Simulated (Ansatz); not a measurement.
Relaxing a trial structure of AlBH6NSi+

The starting geometry of this gas-phase singlet was optimised with GFN2-xTB.

```xyz
10

Al    0.2802    2.4318    0.7278
B    -2.0997    1.0779    0.5241
N    -1.5280    2.3138    0.8458
Si    0.9270    0.1523    0.0000
H    -1.3191    0.2114    0.1887
H    -3.2389    0.8445    0.5593
H    -2.1656    3.0528    1.1282
H     1.1790    3.6388    1.0097
H     0.9770   -0.4125   -1.3682
H     1.1336   -1.0602    0.8243
```

Predict what becomes of its bonds when it is optimised with B3LYP-D3(BJ)/def2-SVP.

A new bond forms, giving a structure with H5 bridging Si4 and B2, given below by its coordinates. Contacts that close: Si4–H5 (2.25 → 1.68 Å).

The energy falls by 0.61 eV over 9 steps:

| step | E − E(last) (eV) |
| --- | --- |
| 1 | 0.615 |
| 2 | 0.282 |
| 3 | 0.083 |
| 4 | 0.029 |
| 5 | 0.002 |
| 6 | 0.001 |
| 7 | 0.000 |
| 8 | 0.000 |
| 9 | 0.000 |

Final geometry (Å):

```yaml
atoms:
  - { symbol: Al, position_ang: [0.4055, 2.5117, 0.7436] }
  - { symbol: B, position_ang: [-1.9367, 1.0540, 0.5049] }
  - { symbol: N, position_ang: [-1.4253, 2.2858, 0.8292] }
  - { symbol: Si, position_ang: [0.5674, 0.1668, 0.0338] }
  - { symbol: H, position_ang: [-1.1075, 0.0816, 0.1456] }
  - { symbol: H, position_ang: [-3.0308, 0.5786, 0.4547] }
  - { symbol: H, position_ang: [-2.1133, 2.9944, 1.0979] }
  - { symbol: H, position_ang: [1.2547, 3.7800, 1.0497] }
  - { symbol: H, position_ang: [0.6694, -0.2522, -1.3879] }
  - { symbol: H, position_ang: [0.8622, -0.9502, 0.9681] }
```

Frequencies at the end are all real (lowest 140 cm⁻¹). Run with Ansatz 0.2.0, 9.3 s on 2 threads of Intel(R) Xeon(R) 6975P-C (Granite Rapids) (shared host).
